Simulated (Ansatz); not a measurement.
`[SiH3][Ga]1[SiH2][O][GaH]1` at its PBE0-D4/def2-TZVP geometry, where that method's forces vanish. The species carries charge 0 and has multiplicity 1.

| atom | x (Å) | y (Å) | z (Å) |
| --- | --- | --- | --- |
| Si1 | -1.831 | 1.986 | 0.208 |
| Ga2 | -0.202 | 0.217 | 0.032 |
| Si3 | 1.354 | -1.128 | -1.281 |
| O4 | 1.793 | -2.015 | 0.038 |
| Ga5 | 0.897 | -1.475 | 1.564 |
| H6 | -2.093 | 2.688 | -1.077 |
| H7 | -1.361 | 2.992 | 1.203 |
| H8 | -3.118 | 1.419 | 0.702 |
| H9 | 2.515 | -0.405 | -1.880 |
| H10 | 0.755 | -1.977 | -2.352 |
| H11 | 1.291 | -2.303 | 2.844 |

Task: For each bond, give half the difference of the two atoms' forces along it (eV/Å; positive pushes the atoms apart) under PBE-D4, r2SCAN-D4, B3LYP-D4, ωB97M-V in def2-TZVPP. (Estimate.)

Result: Computed: 
```
   bond  length (Å)  PBE-D4  r2SCAN-D4  B3LYP-D4  ωB97M-V
Si1–Ga2       2.412   -0.08      -0.02      0.06     0.08
 Si1–H6       1.488    0.09      -0.01     -0.07    -0.10
 Si1–H7       1.490    0.10       0.00     -0.07    -0.11
 Si1–H8       1.490    0.10       0.00     -0.08    -0.11
Ga2–Si3       2.440   -0.03      -0.03      0.14     0.02
Ga2–Ga5       2.534    0.04       0.00      0.12    -0.01
 Si3–O4       1.650    0.47       0.13      0.10     0.07
 Si3–H9       1.492    0.01      -0.02     -0.14    -0.14
Si3–H10       1.492    0.01      -0.02     -0.14    -0.14
 O4–Ga5       1.850    0.32       0.02      0.24     0.06
Ga5–H11       1.574    0.00      -0.06     -0.12    -0.13
```

B3LYP here is the variant with VWN-RPA as its local correlation; programs differ in this.
